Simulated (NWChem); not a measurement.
System: C$_{8}$H$_{7}$NS$_{2}$; SMILES Cc1ccsc1-c1nccs1

Output (shortened):

```
             Northwest Computational Chemistry Package (NWChem) 7.3.0
             --------------------------------------------------------

                             Geometry "geometry" -> ""
                             -------------------------

 Output coordinates in angstroms (scale by  1.889725989 to convert to a.u.)

  No.       Tag          Charge          X              Y              Z
 ---- ---------------- ---------- -------------- -------------- --------------
    1 C                    6.0000    -2.51337700     1.24425100     0.00000000
    2 C                    6.0000    -1.05247800     1.55959500     0.00000000
    3 C                    6.0000    -0.53474700     2.88665900     0.00000000
    4 C                    6.0000     0.83341800     2.94473500     0.00000000
    5 S                   16.0000     1.53098900     1.38292700     0.00000000
    6 C                    6.0000    -0.02760300     0.62169600     0.00000000
    7 C                    6.0000    -0.14987500    -0.82202900     0.00000000
    8 N                    7.0000    -1.28339900    -1.47247200     0.00000000
    9 C                    6.0000    -1.08696200    -2.81729300     0.00000000
   10 C                    6.0000     0.21635800    -3.23336900     0.00000000
   11 S                   16.0000     1.25780600    -1.86822800     0.00000000
   12 H                    1.0000    -3.10770700     2.16865000     0.00000000
   13 H                    1.0000    -2.79116500     0.63968900    -0.87596100
   14 H                    1.0000    -2.79116500     0.63968900     0.87596100
   15 H                    1.0000    -1.17113600     3.77326600     0.00000000
   16 H                    1.0000     1.47162100     3.82725600     0.00000000
   17 H                    1.0000    -1.94776100    -3.48874100     0.00000000
   18 H                    1.0000     0.60854700    -4.24858800     0.00000000

 Effective nuclear repulsion energy (a.u.)     750.6213572795

  xc_inp: hfexch multiplicative factor not found.
                              NWChem Property Module
                              ----------------------

  itol2e modified to match energy
  convergence criterion.

                                 NWChem DFT Module
                                 -----------------

 Summary of "ao basis" -> "ao basis" (spherical)
 ------------------------------------------------------------------------------
       Tag                 Description            Shells   Functions and Types
 ---------------- ------------------------------  ------  ---------------------
 C                           6-31g*                  6       14   3s2p1d
 S                           6-31g*                  8       18   4s3p1d
 N                           6-31g*                  6       14   3s2p1d
 H                           6-31g*                  2        2   2s

  itol2e modified to match energy
  convergence criterion.

            General Information
            -------------------
          SCF calculation type: DFT
          Wavefunction type:  closed shell.
          No. of atoms     :    18
          No. of electrons :    94
           Alpha electrons :    47
            Beta electrons :    47
          Charge           :     0
          Spin multiplicity:     1
          Use of symmetry is: off; symmetry adaption is: off
          Maximum number of iterations: 150
          AO basis - number of functions:   176
                     number of shells:    84
          Convergence on energy requested:  1.00D-07
          Convergence on density requested:  1.00D-05
          Convergence on gradient requested:  5.00D-04

              XC Information
              --------------
                     Hartree-Fock (Exact) Exchange  1.000

      Superposition of Atomic Density Guess
      -------------------------------------

 Sum of atomic energies:       -1153.97476111

      Non-variational initial energy
      ------------------------------

 Total energy =   -1161.061024
 1-e energy   =   -3075.888312
 2-e energy   =    1164.205931
 HOMO         =      -0.196841
 LUMO         =      -0.031487

[...]

          -----------------------------------------
          Chemical Shielding Tensors (GIAO, in ppm)
          -----------------------------------------

                                NWChem CPHF Module
                                ------------------

  scftype          =     RHF
  nclosed          =       47
  nopen            =        0
  variables        =     6063
  # of vectors     =        3
  tolerance        = 0.10D-03
  level shift      = 0.00D+00
  max iterations   =       50
  max subspace     =       30

 SCF residual:    4.6382521742714832E-005

Iterative solution of linear equations
  No. of variables     6063
  No. of equations        3
  Maximum subspace       30
        Iterations       50
       Convergence  1.0D-04

   iter   nsub   residual    time
   ----  ------  --------  ---------
     1      3    1.93D+00     327.2
     2      6    4.87D-01     341.7
     3      9    8.82D-02     358.1
     4     12    2.23D-02     376.1
     5     15    4.48D-03     390.3
     6     18    9.03D-04     404.0
     7     21    1.80D-04     418.2
     8     24    6.35D-05     432.0

------------------------------------------------------------
EAF file 0: "./job.aoints.0" size=304087040 bytes
------------------------------------------------------------
               write      read    awrite     aread      wait
               -----      ----    ------     -----      ----
     calls:      580         0         0         0         0
   data(b): 3.04e+08  0.00e+00  0.00e+00  0.00e+00
   time(s): 0.00e+00  0.00e+00  0.00e+00  0.00e+00  0.00e+00
rate(mb/s): 0.00e+00  0.00e+00
------------------------------------------------------------

      Atom:    1  C
        Diamagnetic
    261.5900      1.6163      0.0000
      1.6163    245.7026      0.0000
      0.0000      0.0000    239.6520

        Paramagnetic
    -69.0600     -1.0905     -0.0000
     -1.0905    -71.5061     -0.0000
     -0.0000     -0.0000    -63.9088

        Total Shielding Tensor
    192.5301      0.5258     -0.0000
      0.5258    174.1964     -0.0000
     -0.0000     -0.0000    175.7431

           isotropic =     180.8232
          anisotropy =      17.5829

          Principal Components and Axis System
                 1           2           3
              192.5451    175.7431    174.1814

      1         0.9996      0.0000     -0.0286
      2         0.0286     -0.0000      0.9996
      3        -0.0000      1.0000      0.0000

      Atom:    2  C
        Diamagnetic
    263.8429     -0.1438     -0.0000
     -0.1438    263.0279     -0.0000
     -0.0000     -0.0000    228.6303

        Paramagnetic
   -252.1176    -24.5374      0.0000
    -24.5374   -265.4743      0.0000
      0.0000      0.0000    -62.1271

        Total Shielding Tensor
     11.7253    -24.6811      0.0000
    -24.6811     -2.4464      0.0000
      0.0000      0.0000    166.5032

           isotropic =      58.5941
          anisotropy =     161.8638

          Principal Components and Axis System
                 1           2           3
              166.5032     30.3176    -21.0387

      1         0.0000      0.7987      0.6017
      2         0.0000     -0.6017      0.7987
      3         1.0000      0.0000      0.0000

      Atom:    3  C
        Diamagnetic
    266.7813      4.6873      0.0000
      4.6873    265.1002     -0.0000
      0.0000     -0.0000    236.7248

        Paramagnetic
   -193.9020      9.7608      0.0000
      9.7608   -273.3524      0.0000
      0.0000      0.0000    -82.6837

        Total Shielding Tensor
     72.8793     14.4482      0.0000
     14.4482     -8.2522      0.0000
      0.0000      0.0000    154.0411

           isotropic =      72.8894
          anisotropy =     121.7275

          Principal Components and Axis System
                 1           2           3
              154.0411     75.3755    -10.7484

      1         0.0000      0.9854     -0.1702
      2         0.0000      0.1702      0.9854
      3         1.0000      0.0000      0.0000

      Atom:    4  C
        Diamagnetic
    268.0139     -2.4108      0.0000
     -2.4108    270.8929     -0.0000
      0.0000     -0.0000    244.4613

        Paramagnetic
   -207.3707    -26.4499     -0.0000
    -26.4499   -295.8712     -0.0000
     -0.0000     -0.0000    -76.4730

        Total Shielding Tensor
     60.6433    -28.8607     -0.0000
    -28.8607    -24.9783     -0.0000
     -0.0000     -0.0000    167.9884

           isotropic =      67.8845
          anisotropy =     150.1559

          Principal Components and Axis System
                 1           2           3
              167.9884     69.4629    -33.7979

      1         0.0000      0.9563      0.2923
      2         0.0000     -0.2923      0.9563
      3         1.0000      0.0000      0.0000

      Atom:    5  S
        Diamagnetic
   1058.6307      1.9041     -0.0000
      1.9041   1062.2882     -0.0000
     -0.0000     -0.0000   1045.5900

        Paramagnetic
   -757.6805     45.6402     -0.0000
     45.6402   -588.0603      0.0000
     -0.0000      0.0000   -585.0459

        Total Shielding Tensor
    300.9502     47.5443     -0.0000
     47.5443    474.2279      0.0000
     -0.0000      0.0000    460.5441

           isotropic =     411.9074
          anisotropy =     111.7628

          Principal Components and Axis System
                 1           2           3
              486.4160    460.5441    288.7622

      1         0.2483      0.0000      0.9687
      2         0.9687      0.0000     -0.2483
      3         0.0000      1.0000      0.0000

      Atom:    6  C
        Diamagnetic
    267.6037      3.0738      0.0000
      3.0738    278.5442      0.0000
      0.0000      0.0000    240.2354

        Paramagnetic
   -222.3359    -38.7171      0.0000
    -38.7171   -266.2667     -0.0000
      0.0000     -0.0000    -92.5385

[...]
```

Level: Hartree-Fock/6-31G* (spherical d), GIAO. Coordinates come from a PBE0/def2-SVP optimisation. No frequency run checked for a minimum. The output numbers the shielded atoms by their place in the input's list. The printed shielding anisotropy is the first printed principal value minus the mean of the other two.

Q: Which NWChem input produces such a log?

A: This is not unique; one that fits is the input that was run:
```
start job
memory heap 200 mb stack 900 mb global 1100 mb
geometry units angstroms noautosym nocenter noautoz
  C     -2.513377     1.244251     0.000000
  C     -1.052478     1.559595     0.000000
  C     -0.534747     2.886659     0.000000
  C      0.833418     2.944735     0.000000
  S      1.530989     1.382927     0.000000
  C     -0.027603     0.621696     0.000000
  C     -0.149875    -0.822029     0.000000
  N     -1.283399    -1.472472     0.000000
  C     -1.086962    -2.817293     0.000000
  C      0.216358    -3.233369     0.000000
  S      1.257806    -1.868228     0.000000
  H     -3.107707     2.168650     0.000000
  H     -2.791165     0.639689    -0.875961
  H     -2.791165     0.639689     0.875961
  H     -1.171136     3.773266     0.000000
  H      1.471621     3.827256     0.000000
  H     -1.947761    -3.488741     0.000000
  H      0.608547    -4.248588     0.000000
end
basis spherical
  C library 6-31g*
  S library 6-31g*
  N library 6-31g*
  H library 6-31g*
end
dft
  xc hfexch
  iterations 150
  semidirect filesize 400000000
end
property
  shielding 17 1 2 3 4 5 6 7 8 9 10 11 12 13 15 16 17 18
end
task dft property
```
